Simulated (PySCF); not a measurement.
# How exact exchange moves a shielding

Molecule: SMILES NC[SiH2]O, CH7NOSi.

Numbering as in the mapped SMILES `[NH2:1][CH2:2][SiH2:3][OH:4]`. Each H is labelled by its parent atom.

GIAO shieldings (ppm, equivalent atoms averaged) in PySCF 2.14 on the PBE0-D3(BJ)/def2-SVP geometry, basis pcSseg-2, gas phase, non-relativistic:

```csv
functional,exact exchange (%),σ(C2),σ(Si3),σ(O4)
BLYP,0,141.8,339.2,305.4
BP86,0,147.4,346.7,308.4
PBE,0,147.5,347.3,308.9
PBE0,25,154.3,363.8,315.1
mPW1PW91,25,153.8,363.1,314.4
BHandHLYP,50,155.2,372.5,317.1
HF,100,165.6,410.1,325.4
```

(1) Fit each shielding as a line in the percentage of exact exchange.

(2) What does the line predict for B3LYP (20 %), and what does the run give?

## Answers

(1) σ(C2) = 146.6 + 0.20 x (rms 2.4 ppm); σ(Si3) = 344.9 + 0.64 x (rms 3.3 ppm); σ(O4) = 308.5 + 0.18 x (rms 1.6 ppm). The functionals also differ in their semilocal parts, which the line can't hold; Hartree–Fock has no correlation at all.

(2) σ(C2): 150.6 predicted, 147.9 computed; σ(Si3): 357.7 predicted, 352.3 computed; σ(O4): 312.1 predicted, 310.8 computed ppm.
